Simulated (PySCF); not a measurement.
**Correlation energy of Mn³⁺ (manganese, charge +3)**

Starting occupation: [Ar] 3d4, 3d5/2 with m_j = -1/2, +1/2, +3/2, +5/2. All numbers are calculated (PySCF 2.14, X2C-1e with screened-nucleus spin-orbit coupling, Gaussian nucleus, in x2c-SVPall-2c with one added diffuse shell each of s, d type (6s5p4d1f, 48 functions)). Frozen: [Ne]; 12 electrons correlated; the 6 highest virtual spinors left out.

MP2 pair energies summed by pair of shells (mhartree):

```csv
pair,energy,share (%)
3d-3p,-76.84,40.7
3p-3p,-72.96,38.7
3d-3d,-19.89,10.5
3p-3s,-10.85,5.8
3d-3s,-5.56,2.9
3s-3s,-2.56,1.4
```

Total MP2 correlation energy: -188.65 mhartree.

The GHF reference relaxed away from the jj start to a determinant that is no pure jj level (⟨S²⟩ = 6.00, ⟨J²⟩ = 20.00); the energies belong to that determinant.

This basis was not built for core-valence correlation, so the inner-shell part is incomplete.
